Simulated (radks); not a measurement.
Task: Numerical settings for the tin ion Sn2+, [Kr] 4d10 5s2. Calculated with a radial shooting solver on a logarithmic mesh with Libxc functionals: Dirac Kohn-Sham, PBE, spin-unpolarised, spherical densities, point nucleus. The defaults (mesh step 0.008 in ln r, mesh end at 40 bohr or more with all orbitals vanishing there, Anderson mixing 0.5 over 9 steps, residual threshold near 1e-9 with the energy settled to 1e-9 hartree or 1e-11 of itself, here a cap of 53 iterations) give E = -6178.2351 hartree and 5s1/2 at -26.086 eV in 14 iterations. Times are rough (one thread of a shared host). One setting is changed at a time: mesh step in ln r 0.003; mesh step in ln r 0.005; mesh step in ln r 0.12; mesh end (bohr) 8; mesh end (bohr) 12; residual threshold 1e-05; residual threshold 0.01; mixing 0.01; linear mixing, mixing 0.2; linear mixing, mixing 0.5; mixing history 20; iteration cap 2. Which runs fail to converge, and which converge to a wrong energy?

Result: Not converged within the cap: mesh step in ln r 0.12; linear mixing, mixing 0.2; iteration cap 2. No run marked as converged misses the energy by more than 1 mhartree.
